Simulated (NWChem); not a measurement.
Species: C2H7BS; SMILES CB(C)S

```xyz
11

B      0.0086    -0.3889    -0.0061
C      1.4117    -1.1036     0.0017
H      1.5417    -1.6387    -0.9562
H      1.4445    -1.8810     0.7838
H      2.2760    -0.4372     0.1345
C     -1.3284    -1.2186    -0.0018
H     -1.2675    -2.0720    -0.6974
H     -2.2397    -0.6459    -0.2266
H     -1.4536    -1.6622     1.0031
S      0.0287     1.4109     0.0016
H     -1.3029     1.6407    -0.0353
```
Atoms are numbered in this order, from 1.

Computed with NWChem. All runs use the structure optimised with PBE0/def2-SVP.

Question: Taking TPSS/def2-TZVPP as the yardstick, which of these has the fewest basis functions while keeping “dipole (D)” within 0.05 D of it: TPSS/def2-SVP; TPSS/def2-TZVP; TPSS/def2-SVPD?

Answer: TPSS/def2-TZVP.
```json
[
 {"level": "TPSS/def2-SVP", "basis functions": "95", "dipole (D)": "1.16", "relative time (rough)": "1"},
 {"level": "TPSS/def2-SVPD", "basis functions": "143", "dipole (D)": "1.15", "relative time (rough)": "3"},
 {"level": "TPSS/def2-TZVP", "basis functions": "172", "dipole (D)": "1.10", "relative time (rough)": "4"},
 {"level": "TPSS/def2-TZVPP", "basis functions": "233", "dipole (D)": "1.08", "relative time (rough)": "8"}
]
```

The yardstick is one finite set, not the basis-set limit.
